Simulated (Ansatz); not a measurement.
`[O]=[W]([F])([F])([F])[Cl]`. Charge 0, multiplicity 1. Correlated methods include outer-core shells of W, which these sets cover unevenly. W takes the def2 core potential.

```xyz
6

O    -0.612   -1.617    0.086
W    -0.069   -0.040   -0.015
F     0.576    0.067   -1.747
F    -0.520    0.661    1.637
F    -1.464    0.999   -0.650
Cl    2.090   -0.069    0.689
```

Q: Give the diagnostics of a CCSD(T)/def2-TZVPP run (frozen core, Ansatz 0.2.0). (An estimate is asked.)

A: The calculation gave: T1 = 0.0209, largest single amplitude 0.061, largest double 0.054, (T) share of the correlation energy 4.6 %, 13 CCSD cycles. The RHF solution is stable towards an unrestricted one. T1 lies over the customary mark of 0.02 for closed shells; compounds of d metals often pass it without a breakdown.
